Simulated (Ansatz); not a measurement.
`C[SiH2][SiH2]S` + H₂ → `[SiH3][SiH2]S` + CH₄  (hydrogenolysis of the Si–C bond)

Program: Ansatz. Geometries: PBE0-D4/def2-TZVP. ΔE: electronic, gas phase. CCSD(T)/CBS adds triple-zeta CCSD(T) − MP2 to the extrapolated MP2 energy (def2 sets, frozen cores). This one scheme is used for every species. Functionals use def2-TZVPP. Each species was taken in one conformer, which may not be the lowest.

| species | PBE-QIDH energy (Eh) |
| --- | --- |
| `C[SiH2][SiH2]S` | -1019.47883 |
| H₂ | -1.17036 |
| `[SiH3][SiH2]S` | -980.18853 |
| CH₄ | -40.47140 |

Work out ΔE.

ΔE = (-980.18853) + (-40.47140) − (-1019.47883) − (-1.17036) = -0.01074 Eh = -28.2 kJ/mol. CCSD(T)/CBS gives -25.9 kJ/mol.

Largest T1 diagnostic among the species: 0.012.

From BLYP to BHLYP (50 % exact exchange), in def2-TZVPP and without D4, ΔE moves by −3.0 kJ/mol. In def2-TZVPP, CCSD(T) changes the Hartree–Fock value by +21.9 kJ/mol (the triples alone add +4.3 kJ/mol) and MP2 by +27.6 kJ/mol. At CCSD(T), def2-SVP lies −13.5 kJ/mol from the extrapolated value and def2-TZVPP −2.6 kJ/mol.
